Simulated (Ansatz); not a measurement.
Relaxation of Cl$_{3}$H$_{5}$Si$_{2}$ (10 atoms, charge 0, multiplicity 1), to a largest force component of 0.03 eV/Å in at most 50 steps.

Method: Ansatz 0.2.0, RKS B3LYP/def2-SVP.

```xyz
10
Properties=species:S:1:pos:R:3
Si -0.692 -1.517 0.439
Cl 1.316 -1.979 0.871
Cl -1.040 -1.793 -1.566
Cl -1.898 -2.785 1.521
H -0.996 -0.137 0.839
H 1.327 0.342 -0.383
Si 0.667 1.629 -0.424
H 0.324 2.048 0.965
H 1.574 2.646 -1.029
H -0.581 1.546 -1.234
```

Where does it end, and by what steps?

The run converged. The force dipped under the threshold on the way, but the program's further checks kept it going. After 21 steps the energy has fallen by 0.232 eV; H8 moved furthest, 1.21 Å.

```
step  energy less start (eV)  largest force component (eV/Å)  accepted
   0                  0.0000                           1.081       yes
   1                 -0.1563                           0.244       yes
   2                 -0.1901                           0.107       yes
   3                 -0.2184                           0.180       yes
   4                 -0.2204                           0.129       yes
   5                 -0.2222                           0.009       yes
   6                 -0.2230                           0.038       yes
   7                 -0.2236                           0.051       yes
   8                 -0.2240                           0.055       yes
   9                 -0.2248                           0.072       yes
  10                 -0.2253                           0.082       yes
  11                 -0.2258                           0.124       yes
  12                 -0.2268                           0.091       yes
  13                 -0.2283                           0.004       yes
  14                 -0.2292                           0.035       yes
  15                 -0.2290                           0.128        no
  16                 -0.2300                           0.037       yes
  17                 -0.2304                           0.069       yes
  18                 -0.2305                           0.131       yes
  19                 -0.2314                           0.056       yes
  20                 -0.2319                           0.004       yes
  21                 -0.2325                           0.024       yes
```

```xyz
10
Properties=species:S:1:pos:R:3
Si -0.859 -2.058 0.651
Cl 1.140 -2.515 0.826
Cl -1.297 -1.659 -1.320
Cl -1.984 -3.654 1.298
H -1.165 -0.875 1.473
H 1.275 0.883 0.059
Si 0.833 2.153 -0.588
H 0.472 3.143 0.468
H 1.941 2.697 -1.423
H -0.357 1.885 -1.443
```

Whether the end is a true minimum wasn't checked by a vibrational analysis.

Run time: 48 s on 2 threads of Intel(R) Xeon(R) Platinum 8488C (Sapphire Rapids) (shared host), peak memory 0.31 GiB.
